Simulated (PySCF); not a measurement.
# ORD: `F[C@@H]1CCO[C@H](F)C1`, C5H8F2O

Molfile (atoms numbered from 1):
```
C5H8F2O
     RDKit          3D

 16 16  0  0  0  0  0  0  0  0999 V2000
    0.3637   -0.1254   -2.0110 F   0  0  0  0  0  0  0  0  0  0  0  0
    0.5215   -0.7924   -0.8134 C   0  0  2  0  0  0  0  0  0  0  0  0
   -0.8543   -1.0870   -0.2212 C   0  0  0  0  0  0  0  0  0  0  0  0
   -1.4915    0.2210    0.2403 C   0  0  0  0  0  0  0  0  0  0  0  0
   -0.6828    0.8633    1.2204 O   0  0  0  0  0  0  0  0  0  0  0  0
    0.5590    1.2119    0.7532 C   0  0  2  0  0  0  0  0  0  0  0  0
    0.4397    2.2179   -0.1913 F   0  0  0  0  0  0  0  0  0  0  0  0
    1.3600    0.0546    0.1444 C   0  0  0  0  0  0  0  0  0  0  0  0
    1.0550   -1.7191   -1.0656 H   0  0  0  0  0  0  0  0  0  0  0  0
   -0.7353   -1.7628    0.6264 H   0  0  0  0  0  0  0  0  0  0  0  0
   -1.4853   -1.5596   -0.9735 H   0  0  0  0  0  0  0  0  0  0  0  0
   -1.6353    0.8893   -0.6169 H   0  0  0  0  0  0  0  0  0  0  0  0
   -2.4505    0.0461    0.7288 H   0  0  0  0  0  0  0  0  0  0  0  0
    1.0995    1.6615    1.5981 H   0  0  0  0  0  0  0  0  0  0  0  0
    2.2167    0.4705   -0.3868 H   0  0  0  0  0  0  0  0  0  0  0  0
    1.7124   -0.5808    0.9566 H   0  0  0  0  0  0  0  0  0  0  0  0
  1  2  1  0
  2  3  1  0
  3  4  1  0
  4  5  1  0
  5  6  1  0
  6  7  1  0
  6  8  1  0
  8  2  1  0
  2  9  1  6
  3 10  1  0
  3 11  1  0
  4 12  1  0
  4 13  1  0
  6 14  1  1
  8 15  1  0
  8 16  1  0
M  END
```

Method used: TDDFT LC-wPBE/aug-cc-pVDZ circular dichroism and optical rotation, one conformer, gas phase (PySCF). Geometry: GFN2-xTB.

Stereocentres: C2 R, C6 R.

(1) What is the specific rotation at 633, 589.3, 546, 436, 405, 365, 355 nm?

(2) And for the mirror image at 589.3 nm?

(3) What is the molar rotation [Φ] = [α]·M/100 of the geometry above at 589.3 nm?

Results:

(1) [α] in deg dm⁻¹ (g/mL)⁻¹:
| λ (nm) | origin-invariant length gauge | modified velocity gauge | length gauge (centre of mass) | isotropic polarisability (au) |
| --- | --- | --- | --- | --- |
| 633 | +61.7 | +61.0 | +62.1 | 62.6 |
| 589.3 | +72.0 | +71.2 | +72.4 | 62.7 |
| 546 | +85.0 | +84.0 | +85.4 | 62.9 |
| 436 | +140.6 | +139.1 | +141.3 | 63.7 |
| 405 | +167.0 | +165.2 | +167.8 | 64.0 |
| 365 | +214.4 | +212.1 | +215.4 | 64.6 |
| 355 | +229.6 | +227.1 | +230.7 | 64.8 |

(2) -72.0 deg dm⁻¹ (g/mL)⁻¹ (origin-invariant length gauge): the same size and the opposite sign.

(3) With M = 122.11 g/mol, +87.9 deg cm² dmol⁻¹ (origin-invariant length gauge).

The first excitation lies at 7.82 eV (158 nm) with R = +1.7 × 10⁻⁴⁰ esu² cm² (velocity form).
